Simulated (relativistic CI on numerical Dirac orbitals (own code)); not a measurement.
# Pr³⁺: q coefficients and field-shift factors

Computed by Dirac-Coulomb-Breit CI, KLI orbitals optimised for each configuration, valence Slater integrals scaled by 0.85, P86 correlation energy added to each configuration, derivatives by finite differences, QED left out (own radial code, finite nucleus).

CI space (outside the closed core [Kr] 4d10 5s2): 4f²5p⁶, 4f5p⁶5d, 5p⁶5d², 4f5p⁶6s, 4f5p⁶6p, 4f³5p⁵, 4f5p⁶6d, 4f5p⁶5f. Levels of other configurations are missing.

With x = (α/α₀)² − 1 an excitation energy changes as ω = ω₀ + qx; K = 2q/ω₀ is the relative enhancement. Terms are leading LS components, so labels can repeat. The field-shift factor is F = δν/δ⟨r²⟩ for the transition from the lowest level.

Lowest level 4f²5p⁶ ³H4.

```csv
Level,ω₀ (cm⁻¹),q (cm⁻¹),K,F (GHz/fm²)
4f²5p⁶ ³H5,2022.2,1864,1.84,0.101
4f²5p⁶ ³H6,4131.5,3619,1.75,0.2
4f²5p⁶ ³F2,5406.7,218.1,0.0807,0.164
4f²5p⁶ ³F3,6700.9,1506,0.45,0.231
4f²5p⁶ ³F4,6755.7,1264,0.374,0.224
4f²5p⁶ ¹G4,9496.5,3540,0.746,0.354
4f²5p⁶ ¹D2,18673.7,588.4,0.063,0.555
4f²5p⁶ ¹I6,22901.8,783.3,0.0684,0.585
4f²5p⁶ ³P0,23364.6,-438.1,-0.0375,0.647
4f²5p⁶ ³P1,23905.1,191.1,0.016,0.678
4f²5p⁶ ³P2,24902.3,1345,0.108,0.735
4f²5p⁶ ¹S0,51246.5,-1633,-0.0637,1.54
4f5p⁶5d ¹G°4,57894.7,-25860,-0.893,8.21
```

Correlation outside the listed configurations is missing or only estimated: errors of thousands of cm⁻¹ between configurations and terms are usual at this charge. Rates and lifetimes follow the computed energies and can be off by large factors. The fine structure of a lone outer electron comes out too small, for d and f at times inverted, and misplaced configurations move strength between like terms.
